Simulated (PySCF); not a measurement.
Species: C6H12N (doublet state).
Z-matrix (Å and degrees, GFN2-xTB geometry), rows numbered from 1:
```
C 
C   1  1.5325
N   2  1.3910  1  116.36
C   2  1.5656  1  108.69  3  -121.62
C   4  1.5327  2  116.85  1  -172.44
C   5  1.5368  4   89.23  2   130.44
C   6  1.5365  5   89.71  4   -11.01
H   1  1.0894  2  110.33  3    56.55
H   1  1.0870  2  110.82  3   177.04
H   1  1.0883  2  109.61  3   -62.94
H   2  1.1007  1  110.56  3   122.85
H   3  1.0184  2  111.81  1   -26.29
H   4  1.0911  2  107.84  1    59.48
H   5  1.0873  4  115.68  2  -110.29
H   5  1.0868  4  112.37  2    15.39
H   6  1.0878  5  112.87  4   103.75
H   6  1.0876  5  115.88  4  -129.65
H   7  1.0880  4  113.08  2   -16.70
H   7  1.0883  4  115.63  2   109.88
```

The hyperfine couplings belong to this conformer and change with its torsions.

Identity: `C[C@H]([NH])C1CCC1` [radical].

Theory: PySCF, UKS B3LYP, pcH-1 on C H N, non-relativistic, mean-field spin-orbit, GIAO. One conformer (not necessarily the lowest) at the GFN2-xTB geometry, without solvent, vibrations or thermal averaging. A GFN2-xTB geometry isn't a minimum of the functional, and hyperfine couplings can be far from their values at a DFT geometry. No stability test was run, so a lower SCF solution isn't excluded.

(1) Break the g tensor into its mass correction, gauge correction and orbital-Zeeman/spin–orbit terms.

(2) What are the electron Larmor frequencies g μB B/h along the three axes at 340 mT?

(3) What effective moment and Curie constant follow for a powder?

(4) Average each term over the three axes. Which is largest in size?

(5) In a frozen sample, at which fields do the three g values resonate at 9.5, 34, 94 and 263 GHz (hyperfine left aside), and which band first spreads them over more than twice a line width of 0.5 mT?

Results:

(1) 
| Δg (ppt) | 1 | 2 | 3 |
| --- | --- | --- | --- |
| relativistic mass correction | -0.21 | -0.21 | -0.21 |
| gauge correction | -0.01 | 0.03 | 0.04 |
| orbital Zeeman/spin–orbit | 0.03 | 1.48 | 5.59 |
| total | -0.19 | 1.30 | 5.42 |

So g = 2.00213, 2.00362, 2.00774 and g_iso = 2.00450; the tensor is rhombic: the two nearest values differ by 27 % of g3 − g1. 

(2) 9.5276, 9.5347, 9.5543 GHz for g1, g2 and g3, a range of 26.7 MHz.

(3) With the mean of g² = 4.0180 and S(S+1) = 0.75: μ_eff = √(⟨g²⟩S(S+1)) = 1.736 μB and χT = 0.12505·⟨g²⟩·S(S+1) = 0.377 cm³ K/mol (cgs; spin-Hamiltonian part alone).

(4) The orbital-Zeeman/spin–orbit term 2.37, the mass correction -0.21 and the gauge correction 0.02 ppt, for a total of 2.18 ppt. The orbital-Zeeman/spin–orbit term is the largest in size. The mass correction is the same along every axis, so the anisotropy comes from the other two: their spans along these axes are 0.04 (gauge) and 5.57 ppt (orbital Zeeman/spin–orbit).

(5) 
```csv
band,GHz,B(g3) mT,B(g2) mT,B(g1) mT,spread mT
X,9.5,338.07,338.76,339.02,0.95
Q,34.0,1209.93,1212.42,1213.32,3.39
W,94.0,3345.10,3351.97,3354.47,9.37
J,263.0,9359.17,9378.40,9385.39,26.23
```

The spread grows in proportion to the frequency. Q band is the first where it exceeds 1.0 mT.

The Mulliken spin populations are largest on N3 (+0.94), C4 (+0.09) and C2 (-0.07). N3 is the only atom above +0.15.

The HOMO–LUMO gaps are 7.87 eV among the α and 4.47 eV among the β orbitals.
